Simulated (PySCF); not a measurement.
Molecule: Mg(F)(Et), C₂H₅FMg, SMILES [F][Mg][CH2]C. Atoms near the plane z = 0.0 Å, at the CAM-B3LYP/def2-SVP optimised geometry (x, y, z in Å): Mg1 (1.1, 0.4, 0.0), F2 (2.8, 0.4, 0.0), C3 (-1.0, 0.4, 0.0), H5 (-1.4, 0.0, -1.0), H6 (-1.4, 1.4, 0.0), H9 (-2.8, -0.3, 1.1).

Level of theory: CAM-B3LYP/def2-TZVP in PySCF. Cells within 0.4 Å of a nucleus heavier than hydrogen are left out (blank, or x). The values are rescaled to run from 0 to 1.

```
|4444444444444444444444444333333|
|4444444444444444444444444333333|
|4444444444444444444444444333333|
|4444444444444444444444443333333|
|4444444444444444444444443333333|
|4444444444444445555554443333333|
|4444444444444455555554433333333|
|4444444444455555666655433222222|
|4444444445666555678765432222222|
|4443333446999656899986421111122|
|4433333459999857999997420000112|
|4433333349999979999999531000011|
|4433333348999999999999999500011|
|444333334999x99999xx999xx910001|
|44444444599xxx999xxx999xx930001|
|444444445999x99999x999999910001|
|4444444458999999999999899200011|
|4444444456899768999999420000012|
|4444444445555557999997421001112|
|4444433344444456799986432111222|
|4444333344444455677765432222222|
|4444333344444455566655433322223|
|4444333444444455555554443333333|
|4444444444444445555544443333333|
|4444444444444444444444443333333|
|4444444444444444444444443333333|
|4444444444444444444444444333333|
|4444444444444444444444444333333|
|4444444444444444444444444333333|
|4444444444444444444444444333333|
|4444444444444444444444444333333|
```
Scale: ten equal steps from 0.000 (start of '0') to 1.00 (end of '9'), in the order '0123456789'; x runs from -5.00 to 5.00, y from -5.00 (bottom) to 5.00 (top).

### Question
Which quantity is mapped?
A) electrostatic potential
B) electron localisation function
C) deformation density (molecule minus spherical neutral atoms)
D) log10 of the electron density

### Answer
A, electrostatic potential. In full: electrostatic potential (hartree/e), clipped to [-0.08, 0.12].
